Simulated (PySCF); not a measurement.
## Basis-set dependence of excited states

CH4BBr.
SMILES: `CBBr`

TDDFT with PBE0 (PySCF), vertical singlets, core orbitals frozen in the response, spherical d and f functions. Geometry: PBE0-D3(BJ)/def2-SVP; no solvent, vibrations or thermal averaging. Relativistic effects, spin–orbit coupling among them, are left out although an element past zinc is present.

Problem. How do the low singlets change with the basis? Take 6-31G*, def2-SVP, def2-SVPD, aug-cc-pVDZ, def2-TZVP, def2-TZVPD and aug-cc-pVTZ.

Solution. 

| basis | functions | diffuse | S1 (eV) | S2 (eV) | S3 (eV) | S4 (eV) | S5 (eV) | LUMO (eV) | α (au) |
| --- | --- | --- | --- | --- | --- | --- | --- | --- | --- |
| 6-31G* | 68 | no | 5.04 | 6.67 | 6.81 | 7.26 | 8.35 | -1.19 | 38.8 |
| def2-SVP | 80 | no | 4.93 | 6.61 | 6.72 | 7.23 | 8.64 | -1.30 | 39.2 |
| def2-SVPD | 113 | yes | 4.92 | 6.52 | 6.68 | 7.19 | 7.37 | -1.46 | 50.0 |
| aug-cc-pVDZ | 118 | yes | 4.94 | 6.53 | 6.68 | 7.07 | 7.18 | -1.44 | 49.8 |
| def2-TZVP | 134 | no | 4.95 | 6.55 | 6.68 | 7.19 | 7.99 | -1.39 | 46.6 |
| def2-TZVPD | 167 | yes | 4.94 | 6.52 | 6.66 | 7.13 | 7.18 | -1.42 | 50.5 |
| aug-cc-pVTZ | 243 | yes | 4.94 | 6.51 | 6.66 | 7.04 | 7.18 | -1.43 | 50.6 |

States are compared by their number. Against the largest diffuse basis here (aug-cc-pVTZ, itself not a converged limit), sets without diffuse functions differ by up to 0.10 eV in S1 and 1.46 eV in S5; the smaller diffuse sets differ by up to 0.03 and 0.19 eV. State by state, the largest deviation of a set without diffuse functions is S1 0.10, S2 0.16, S3 0.15, S4 0.22, S5 1.46 eV. The same number needn't mean the same state in each row. Against aug-cc-pVTZ the polarisability deviates by -23% in 6-31G*, -22% in def2-SVP, -1% in def2-SVPD, -2% in aug-cc-pVDZ, -8% in def2-TZVP, 0% in def2-TZVPD.
